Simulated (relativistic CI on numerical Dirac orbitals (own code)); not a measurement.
Method of calculation: Dirac-Coulomb-Breit CI, orbitals from a KLI potential per configuration, model QED (radiative potential, 1s self-energy scaled to tabulated hydrogen-like ionisation energies), valence Slater integrals scaled by 0.9, P86 correlation estimate, and configurations built on the next ion tied to the tabulated ionisation energy (semi-empirical) (own radial code, finite nucleus).

Configurations in the expansion (outside the closed core [Ar] 3d10): 4s2.4p6, 4s2.4p5.4d, 4s2.4p5.5s, 4s2.4p5.5p, 4s2.4p5.5d, 4s2.4p5.6s, 4s2.4p5.4f, 4s2.4p5.5f, 4s2.4p4.4d2, 4s.4p6.4d, 4p6.4d2, 4s.4p6.4f, 4s2.4p4.4f2, 4s.4p5.4d2, 4s2.4p4.4d.5s, 4s2.4p4.4d.5p, 4s2.4p4.4d.4f, 4p6.4f2, 4s.4p6.5s, 4s.4p5.4d.5s, 4s2.4p4.5s2, 4s.4p6.5p, 4s.4p5.4d.5p, 4s.4p5.4d.4f. Levels of other configurations are missing.

Configurations that consist of the next ion and one excited electron were tied to the tabulated ionisation energy; Rydberg ones are usually within 1,000 to 3,000 cm⁻¹ and the lowest ones within about 6,000 (9,000 in d shells), while levels on excited terms of the next ion carry the error of that term, and the other configurations can be misplaced by 10,000 cm⁻¹ or more. Rates follow the energies as ν³ (E1, M1) or ν⁵ (E2), so rates, branching and lifetimes can be off by large factors.

Outline of the computed level scheme of Rh X. Lowest level of each configuration: 4s2.4p6 1S_0 at 0.000 eV; 4s2.4p5.4d 3P°_0 at 47.022 eV; 4s.4p6.4d 3D_1 at 90.587 eV; 4s2.4p5.5s 3P°_2 at 91.920 eV; 4s2.4p4.4d2 5D_0 at 101.052 eV; 4s2.4p5.4f 3D_1 at 102.622 eV; 4s2.4p5.5p 3S_1 at 103.560 eV.

Some strong electric-dipole decays among the lowest 45 levels: 4s2.4p5.4d 1P°_1 → 4s2.4p6 1S_0 (3.5e+11 s⁻¹); 4s2.4p5.5s 1P°_1 → 4s2.4p6 1S_0 (4.7e+10 s⁻¹); 4s2.4p5.5s 3P°_1 → 4s2.4p6 1S_0 (3.2e+10 s⁻¹); 4s2.4p5.5p 3D_2 → 4s2.4p5.4d 3F°_3 (2.2e+10 s⁻¹); 4s2.4p5.5p 3S_1 → 4s2.4p5.4d 3P°_1 (1.6e+10 s⁻¹); 4s2.4p5.5p 3S_1 → 4s2.4p5.4d 3P°_2 (1.2e+10 s⁻¹); 4s2.4p5.5p 3S_1 → 4s2.4p5.4d 3P°_0 (7.6e+09 s⁻¹); 4s2.4p5.4f 3G_5 → 4s2.4p5.4d 3F°_4 (5.6e+09 s⁻¹).

LS names give the leading component of a level, which can be under half, so a name can repeat, a term be missing and a line seem to break the LS rules.
